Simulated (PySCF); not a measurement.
**From computed data to an observable: entropy of an ideal gas**

Ge(SH)2 (GeH2S2), SMILES [SH][Ge][SH] (connectivity only; charge and spin as stated), neutral, multiplicity 1.

Geometry optimised at PBE0-D3(BJ)/def2-TZVP. The values are those of a single conformer.

PBE0-D3(BJ)/def2-TZVP run with PySCF gives the harmonic wavenumbers 144, 279, 387, 390, 396, 681, 786, 2711, 2711 cm⁻¹ and the rotational temperatures 0.3051, 0.1315, 0.0919 K. The molar mass is 138.77 g/mol, the symmetry number 2, the spin multiplicity 1.

Task: Work out the entropy at 298.15 K and 1 atm in the rigid-rotor, harmonic-oscillator model.

Result: 
Translation (Sackur–Tetrode at 1 atm): S = R[1.5 ln M + 2.5 ln T − 1.16487] = 170.3 J/(mol K).
Rotation: q = (√π/σ) T^1.5/√(θA θB θC) = 75100, S = R[ln q + 3/2] = 105.8 J/(mol K).
Vibration: with u = 1.4388 ν/T, each mode gives R[u/(e^u − 1) − ln(1 − e^−u)]:
```tsv
ν (cm⁻¹)	modes	u	S (J/(mol K))
144	1	0.69	11.51
279	1	1.35	6.44
387	1	1.87	4.23
390	1	1.88	4.18
396	1	1.91	4.09
681	1	3.29	1.38
786	1	3.79	0.92
```
The stiffer modes add less than 0.005 each. Sum 32.8 J/(mol K).
Spin: R ln 1 = 0.0 J/(mol K).
Total 308.8 J/(mol K); the program's own thermochemistry gives 308.8. Translation makes up 55 % and vibration 11 %. Anharmonicity, hindered rotation and orbital degeneracy are left out.
